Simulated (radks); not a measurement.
Results of a calculation; reference values are marked as such.
Task: Lu46+, configuration [Ar] 3d7 (the NIST ground configuration). Level of theory: Dirac Kohn-Sham, PBE, spin-unpolarised, spherical densities, point nucleus; open shells are shared between the two j in proportion to 2j + 1 (a radial shooting solver on a logarithmic mesh with Libxc functionals).

Spin-orbit splittings of the eigenvalues, e(l+1/2) - e(l-1/2), with zeta = 2 splitting/(2l+1) and mean radii in bohr:

shell  occ.  splitting (eV)  zeta (eV)  <r> j=l-1/2  <r> j=l+1/2
2p        6            1127      751.1      0.06712      0.07464
3p        6           262.1      174.8       0.1940       0.2065
3d        7           59.27      23.71       0.1794       0.1833
4p        0               ?          ?       0.3935       0.4106

Estimate the 4p splitting.

Result: 92.59 eV (zeta = 61.73 eV).
